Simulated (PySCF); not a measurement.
# Broadened absorption spectrum of Si(OAc)2H2

Species: Si(OAc)2H2, C4H8O4Si.
Structure used (PBE0-D3(BJ)/def2-SVP), in Å, numbered top down from 1:
```xyz
17
C4H8O4Si angstrom
Si    -0.7039    0.0076   -0.4940
O     -0.5147   -0.0159    1.2117
C     -1.6777   -0.0484    1.8675
C     -1.5298   -0.0793    3.3547
O     -2.7255   -0.0508    1.2633
H     -2.5162   -0.1245    3.8288
H     -0.9872    0.8176    3.6878
H     -0.9229   -0.9487    3.6467
O      0.9679    0.0304   -0.8811
C      1.2067    0.0501   -2.1949
C      2.6607    0.0697   -2.5417
O      0.2940    0.0517   -2.9882
H      2.7864    0.0762   -3.6297
H      3.1547   -0.8101   -2.1041
H      3.1321    0.9583   -2.0970
H     -1.3399    1.2711   -0.9161
H     -1.3135   -1.2557   -0.9536
```

Theory: TDDFT CAM-B3LYP/def2-SVPD, vertical, gas phase, core orbitals frozen in the response in PySCF.

Computed states:

| state | E (eV) | f |
| --- | --- | --- |
| S1 | 5.91 | 0.0003 |
| S2 | 5.91 | 0.0010 |
| S3 | 7.89 | 0.048 |
| S4 | 7.90 | 0.011 |
| S5 | 8.19 | 0.042 |
| S6 | 8.20 | 0.048 |
| S7 | 8.37 | 0.0020 |
| S8 | 8.41 | 0.0000 |
| S9 | 8.52 | 0.038 |

Broadening: Gaussians 0.3 eV wide at half height, area fixed by f = 4.319×10⁻⁹ ∫ε dν̃. The width is an assumption, not a result. The curve ends short of the highest state used, and states not computed would add to its high-energy end.

(1) What does the envelope look like, and where are its maxima?

(2) Coming from long wavelengths, where does ε first pass 100 L mol⁻¹ cm⁻¹?

(3) On this curve, what absorbance would a 10⁻⁴ mol/L sample give at 222 nm over a 1 cm path?

Answers

(1) 
(E (eV), ε (L mol⁻¹ cm⁻¹)): (5.46, 0), (5.52, 1), (5.58, 4), (5.63, 10), (5.69, 25), (5.75, 51), (5.80, 78), (5.86, 106), (5.92, 116), (5.98, 101), (6.03, 76), (6.09, 44), (6.15, 20), (6.21, 8), (6.26, 3), (6.32, 1), (6.38, 0), (6.43, 0), (6.49, 0), (6.55, 0), (6.61, 0), (6.66, 0), (6.72, 0), (6.78, 0), (6.83, 0), (6.89, 0), (6.95, 0), (7.01, 0), (7.06, 0), (7.12, 0), (7.18, 0), (7.24, 0), (7.29, 0), (7.35, 1), (7.41, 4), (7.46, 16), (7.52, 71), (7.58, 253), (7.64, 724), (7.69, 1468), (7.75, 2806), (7.81, 4330), (7.86, 5339), (7.92, 5919)

Maxima: 210 nm (5.91 eV), ε about 120, made up of S1 (25%) and S2 (75%) (ε in L mol⁻¹ cm⁻¹; maxima over ε = 5, shares over 10%). At its high-energy end, 7.92 eV, the curve is still rising (ε about 5900, from S3 and S4).

(2) At about 212 nm (5.84 eV), 0.07 eV below S1.

(3) 222 nm is 5.585 eV, where ε is about 4.2 L mol⁻¹ cm⁻¹, so A = ε c l ≈ 0.00042 (Beer–Lambert, with the gas-phase spectrum and the assumed width).

The vertical ionisation energy (ΔSCF) is 10.66 eV, 2.14 eV above S9.

Hardware: an Arm Neoverse V2 with one thread, shared host with 32 logical CPUs at a one-minute load of 17. Cost: 5.8 min wall (with the writing of density and orbital grids), 1.6 GiB resident at most.

One conformer stands for the species.
